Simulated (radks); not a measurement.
The barium ion Ba2+ inside a hard spherical wall (all orbitals vanish at R), configuration held at [Xe] and not refilled when levels cross. All-electron calculation, scalar-relativistic Kohn-Sham, PBEsol, spin-polarised, spherical densities, finite nucleus; Fermi nuclear charge, rms radius 4.8378 fm. Program: a radial shooting solver on a logarithmic mesh with Libxc functionals. Eigenvalues in eV for spin up, with the zero of energy where the potential of the charges vanishes at infinity; a dash marks a level that is unbound or too diffuse for the functional's potential to be trusted. A positive occupied level is held by the wall or, in an anion where self-interaction has pushed it up, behind a barrier. The pressure on the wall is -dE/dV.

| R (bohr) | E (hartree) | kinetic (hartree) | e(4p) | e(4d) | e(5s) | e(5p) | e(5d, empty) | e(6s, empty) | pressure (GPa) |
|---|---|---|---|---|---|---|---|---|---|
| free | -8131.4673 | 8582.810 | -193.28 | -102.09 | -46.026 | -30.926 | -12.853 | -12.203 | 0 |
| 20 | -8131.4673 | 8582.810 | -193.28 | -102.09 | -46.026 | -30.926 | -12.853 | -12.203 | < 0.0001 |
| 8 | -8131.4672 | 8582.810 | -193.28 | -102.09 | -46.025 | -30.926 | -12.838 | -12.090 | 0.000438 |
| 7 | -8131.4672 | 8582.811 | -193.27 | -102.09 | -46.023 | -30.923 | -12.788 | -11.810 | 0.00800 |
| 6 | -8131.4664 | 8582.822 | -193.24 | -102.06 | -45.999 | -30.898 | -12.588 | -10.906 | 0.141 |
| 3.5 | -8131.0993 | 8585.443 | -188.66 | -97.582 | -42.471 | -26.738 | -4.105 | 13.697 | 163 |
| 3 | -8130.2957 | 8589.838 | -182.99 | -92.108 | -37.529 | -20.620 | 5.599 | 38.319 | 705 |
